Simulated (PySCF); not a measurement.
Bi(H)2(TeH) (BiH3Te), SMILES [BiH2][TeH].

The structure is a stationary point at B3LYP-D3(BJ)/def2-TZVP. The def2 effective core potentials stand for the cores of Bi, Te; spin–orbit coupling is left out.

Computed with PBE0/def2-TZVPD (PySCF).

Computed frontier levels, gap, dipole moment and polarisability:
| Item | Result |
|---|---|
| highest occupied level | -6.30 eV |
| lowest empty level | -1.87 eV |
| orbital gap | 4.43 eV |
| dipole moment | 1.87 D |
| quadrupole, principal values (traceless, Buckingham form, about the centre of nuclear charge) | -3.58, 0.95, 2.63 D·Å |
| mean static polarisability | 99.4 bohr³ (14.73 Å³) |
| polarisability, principal values | 82.5, 82.7, 133.0 bohr³ |
